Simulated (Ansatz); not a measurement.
These are Ansatz (a program for electronic structure) with frozen-core CCSD(T)/def2-TZVPP // BP86-D3(BJ)/def2-SVP values and carry that method's errors.

Ansatz 0.2 input:
```yaml
crystal:
  periodic: [false, false, false]
  atoms:
    - { symbol: V, position_ang: [0.266903, 0.001423, 0.372787] }
    - { symbol: O, position_ang: [-0.486529, -0.341608, -0.96794] }
    - { symbol: O, position_ang: [-0.1602, -1.196691, 1.611599] }
    - { symbol: H, position_ang: [-0.785885, -1.912364, 1.386409] }
    - { symbol: O, position_ang: [2.019538, -0.036273, 0.087533] }
    - { symbol: H, position_ang: [2.345342, -0.256408, -0.806878] }
    - { symbol: O, position_ang: [-0.214374, 1.621149, 0.919008] }
    - { symbol: H, position_ang: [-0.856754, 2.129414, 0.386634] }
basis:
  gaussian: { orbitals: def2-TZVPP }
correlation:
  method: ccsd_t
```

Output:

```
Functional definition: HF
1515 factors; integrals over basis functions are off by at most 8.9e-4 eV
mean field evaluation 1: about -33840.0873 eV, gradient 1.0e2 eV
mean field evaluation 2: about -33840.3217 eV, gradient 1.0e2 eV
mean field evaluation 4: about -33856.3528 eV, gradient 2.7e1 eV
mean field evaluation 8: about -33857.4684 eV, gradient 9.6e-1 eV
mean field evaluation 16: about -33857.5184 eV, gradient 1.3e-4 eV
mean field evaluation 32: about -33847.2420 eV, gradient 1.5e1 eV
mean field evaluation 64: about -33843.7871 eV, gradient 2.5e1 eV
mean field evaluation 96: about -33845.7167 eV, gradient 1.6e1 eV
mean field -33857.51836194 eV, -1244.2408503512 hartree, gradient 2.7e-6 eV, S^2 0.000000; 2 other end points of the search recorded, 0 dependent functions left out
9 core orbitals not correlated
reference -33857.51836194 eV, -1244.2408503512 hartree; 20, 20 occupied and 201, 201 virtual orbitals, 1515 factors
second order -44.40769068 eV of doubles, -0.00000000 eV of singles
cycle   1  -37.22425121 eV  change     7.2e0 eV  update   5.0e-1
cycle   2  -41.21279857 eV  change    -4.0e0 eV  update   5.8e-1
cycle   3  -41.70832539 eV  change   -5.0e-1 eV  update   9.3e-2
cycle   4  -41.75656690 eV  change   -4.8e-2 eV  update   5.5e-2
cycle   5  -41.69764204 eV  change    5.9e-2 eV  update   1.8e-2
cycle   6  -41.70261788 eV  change   -5.0e-3 eV  update   6.8e-3
cycle   7  -41.70470644 eV  change   -2.1e-3 eV  update   3.6e-3
cycle   8  -41.70138165 eV  change    3.3e-3 eV  update   2.2e-3
cycle   9  -41.70049356 eV  change    8.9e-4 eV  update   7.7e-4
cycle  10  -41.70225093 eV  change   -1.8e-3 eV  update   4.7e-4
cycle  11  -41.70258694 eV  change   -3.4e-4 eV  update   2.3e-4
cycle  12  -41.70223284 eV  change    3.5e-4 eV  update   1.2e-4
cycle  13  -41.70219827 eV  change    3.5e-5 eV  update   6.0e-5
cycle  14  -41.70225833 eV  change   -6.0e-5 eV  update   2.2e-5
cycle  15  -41.70221100 eV  change    4.7e-5 eV  update   1.3e-5
perturbative correction -2.80602000 eV, -0.1031193331 hartree
Total energy: -33902.02659295 eV, -1245.8764976718 hartree
```

Cost: very roughly 4 core-minutes.
